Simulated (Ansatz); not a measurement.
The cluster HgO₂⁻. The state is a quartet with charge -1. Geometry PBE-D4/def2-TZVPD; atoms count from 1.

```xyz
3

Hg    0.1836   -0.4118   -0.2706
O     1.4415   -0.0633    1.5853
O    -1.6250    0.4751   -1.3147
```

In the def2 sets Hg takes a core potential; there is no spin–orbit coupling. At PBE0-D4/def2-TZVPD a doublet of charge -1 lies 1.85 eV below the quartet, each at its own geometry. The structure comes from a short search, and lower isomers may exist.

Q: Estimate the Mulliken populations from the PBE0/def2-TZVPD orbitals of Ansatz.

A: 
```
atom  charge (e)  spin (α − β)  d electrons
 Hg1        0.17          0.71         9.92
  O2       -0.58          1.15            –
  O3       -0.58          1.15            –
```
Mulliken values and Mayer orders depend strongly on the basis. With diffuse functions, as here, like atoms can get unlike values, and bond orders can come out too low or too high.

Q: Where does the spin sit?

A: Summed by element: Hg 0.71, O 2.29, of 3 unpaired in all. Largest on single atoms: O2 1.15, O3 1.15, Hg1 0.71.
